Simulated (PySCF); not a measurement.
## Telling isomers of C6H10N2O apart by NMR

[PySCF 2.14.0 with density-fitted response routines: σ from GIAO-PBE0/pcSseg-1; geometry: GFN2-xTB; no relativistic terms; rapidly exchanging positions averaged; one conformer; isolated molecule]

δ = σ(ref) − σ, references computed at the same level: TMS for ¹H, ¹³C. Where no couplings were computed, multiplicities follow the n + 1 count of equivalent neighbours, and m marks all less simple cases (inequivalent or close neighbours, rings, F or P nearby). Shifts are as computed. Against solution values, carbons near 30 ppm lie about +3 ppm off and those near 130 ppm about +5 ppm. Of 1211 compounds with measured shifts, 218 miss one by over three times the rms of a fit or turn the order of signals round; such compounds aren't used in these exercises. OH and NH positions are gas-phase values without hydrogen bonding to other molecules.

(1) Tabulate the signals of `CCOCn1ccnc1`, `COc1cc(C)n(C)n1`, `C=CC1=NNC[C@@H]1OC` and their relative energies.

(2) What is the quickest way to tell COc1cc(C)n(C)n1 from C=CC1=NNC[C@@H]1OC?

(3) What is the quickest way to tell CCOCn1ccnc1 from COc1cc(C)n(C)n1?

(4) What is the quickest way to tell CCOCn1ccnc1 from C=CC1=NNC[C@@H]1OC?

## Answers

(1) 
| SMILES | carbon types | δC | δH | E rel. (kcal/mol) |
| --- | --- | --- | --- | --- |
| CCOCn1ccnc1 | 3×CH 2×CH2 1×CH3 | 140.6, 137.4, 123.3, 79.3, 66.8, 17.3 | 7.37 (m, 1H), 7.29 (m, 1H), 7.03 (m, 1H), 5.42 (s, 2H), 3.31 (q, 2H), 1.24 (t, 3H) | 0.0 |
| COc1cc(C)n(C)n1 | 2×C 1×CH 3×CH3 | 168.1, 142.1, 97.3, 56.5, 37.1, 13.6 | 5.61 (s, 1H), 3.92 (s, 3H), 3.72 (s, 3H), 2.27 (s, 3H) | 5.1 |
| C=CC1=NNC[C@@H]1OC | 1×C 2×CH 2×CH2 1×CH3 | 149.7, 137.7, 121.4, 87.5, 59.0, 56.4 | 6.88 (m, 1H), 5.69 (m, 1H), 5.56 (m, 1H), 5.00 (br s, 1H), 4.84 (m, 1H), 3.90 (m, 1H), 3.49 (s, 3H), 3.45 (m, 1H) | 39.5 |

Energies are electronic energies at PBE0/pcSseg-1 on these geometries, without zero-point or thermal terms, each for the one conformer computed, which needn't be the lowest.

(2) Both give the same number of carbon signals, but DEPT or the intensities differ. The first has a methyl carbon on an aromatic ring (CH3) at 13.6 ppm, the second a terminal =CH2 carbon at 121.4 ppm. Their most deshielded carbons lie at 168.1 and 149.7 ppm. In the proton spectra the most deshielded non-exchanging signals are 5.61 (s, 1H) and 6.88 (m, 1H).

(3) Both give the same number of carbon signals, but DEPT or the intensities differ. The first has an sp3 CH2 bonded to N and O at 79.3 ppm, the second an aromatic carbon bearing oxygen (C) at 168.1 ppm. Their most deshielded carbons lie at 140.6 and 168.1 ppm. In the proton spectra the most deshielded non-exchanging signals are 7.37 (m, 1H) and 5.61 (s, 1H).

(4) Both give the same number of carbon signals, but DEPT or the intensities differ. The first has a methyl carbon (CH3) at 17.3 ppm, the second a C=N carbon (C) at 149.7 ppm. Their most deshielded carbons lie at 140.6 and 149.7 ppm. In the proton spectra the most deshielded non-exchanging signals are 7.37 (m, 1H) and 6.88 (m, 1H).
